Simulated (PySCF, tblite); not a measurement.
Species: C2H6F2Si.
Numbering: `[F:1][CH2:2][CH2:3][SiH2:4][F:5]` (hydrogens: H6, H7 on C2; H8, H9 on C3; H10, H11 on Si4)

Geometry (GFN2-xTB, Å), atoms numbered from 1 in this order:
```xyz
11
C2H6F2Si angstrom
F     -1.0528   -1.6367    0.6009
C     -1.3383   -0.3023    0.4130
C     -0.3381    0.3263   -0.5397
Si     1.4644    0.0845    0.0238
F      2.3571    0.9328   -1.0188
H     -1.2970    0.1616    1.4038
H     -2.3633   -0.2594    0.0282
H     -0.5769    1.3871   -0.6234
H     -0.4763   -0.1087   -1.5315
H      1.7063    0.7052    1.3191
H      1.9202   -1.2878   -0.1013
```

Computed, not measured: PBE0/def2-SVPD in PySCF (dipole) on a GFN2-xTB geometry, gas phase.

Masses are those of the commonest isotopes; rigid-rotor values at the optimised geometry. The values belong to one conformer with, in the numbering `[F:1][CH2:2][CH2:3][SiH2:4][F:5]`, F1–C2–C3–Si4 -55°, C2–C3–Si4–F5 -175°.

What are A, B and C (MHz)?

Ia = 48.98, Ib = 276.74, Ic = 303.13 u·Å²; 505379 MHz·u·Å²/I gives A = 10318, B = 1826, C = 1667 MHz.

Classify the top.

A near-prolate asymmetric top: κ = (2 × 1826 − 10318 − 1667)/(10318 − 1667) = -0.96.

What does the inertial defect say?

Not planar: Δ = Ic − Ia − Ib = -22.59 u·Å². For a rigid frame Δ = −2 Σ m c², so Σ m c² = 11.30 u·Å² lies off the ab plane: 6.65 from hydrogen and 4.64 from heavier atoms. The atom farthest from that plane is 1.63 Å away.

Give the other two planar moments, Paa and Pbb, and the rms extents of the mass along the axes.

Paa = Σ m a² = (Ib + Ic − Ia)/2 = 265.44 and Pbb = Σ m b² = (Ia + Ic − Ib)/2 = 37.69 u·Å². With the mass M = 96.02 u, the rms extents √(P/M) along a, b and c are 1.66, 0.63, 0.34 Å.

Where do the levels up to J = 2 lie, in MHz?

Above 0(0,0):
J = 1: 1(0,1) 3493, 1(1,1) 11985, 1(1,0) 12144
J = 2: 2(0,2) 10478, 2(1,2) 18813, 2(1,1) 19290, 2(2,1) 44764, 2(2,0) 44767
The levels of one J sum to (2J + 1)J(J + 1)(A + B + C)/3.

Which types of transition are allowed, and where do some lines up to J = 5 fall?

The dipole components are |μa| = 1.16 D, |μb| = 1.25 D, |μc| = 0.90 D. The squared components, which scale the intensities, stand as 0.86 : 1.00 : 0.52 (a : b : c). Some lines, for components of 0.1 D or more:

```csv
type,branch,"J(Ka,Kc)",MHz,lower level (cm⁻¹)
a,Q,"2(1,1) ← 2(1,2)",477,0.628
a,R,"2(1,2) ← 1(1,1)",6828,0.400
a,R,"2(1,1) ← 1(1,0)",7146,0.405
a,R,"3(2,1) ← 2(2,0)",10489,1.493
a,R,"4(1,4) ← 3(1,3)",13651,0.969
a,R,"4(3,1) ← 3(3,0)",13978,3.272
b,R,"2(1,2) ← 1(0,1)",15319,0.117
a,R,"5(4,2) ← 4(4,1)",17472,5.740
a,R,"5(3,2) ← 4(3,1)",17475,3.739
b,R,"3(1,3) ← 2(0,2)",18575,0.350
b,Q,"5(2,3) ← 5(1,4)",24607,2.073
b,R,"5(1,5) ← 4(0,4)",24864,1.164
b,Q,"2(2,0) ← 2(1,1)",25477,0.643
c,R,"5(1,4) ← 4(0,4)",27248,1.164
c,R,"2(2,0) ← 1(1,0)",32623,0.405
c,R,"3(2,1) ← 2(1,1)",35966,0.643
b,R,"4(2,3) ← 3(1,2)",39210,1.001
b,R,"4(2,2) ← 3(1,3)",40197,0.969
b,Q,"4(3,2) ← 4(2,3)",42863,2.309
c,R,"3(3,0) ← 2(2,0)",53335,1.493
b,R,"4(3,1) ← 3(2,2)",56835,1.843
c,R,"5(4,1) ← 4(3,1)",77465,3.739
```

Its GFN2-xTB frequencies are all real (lowest 47 cm⁻¹). No vibrational averaging or centrifugal distortion is included, and the geometry carries the error of its method.
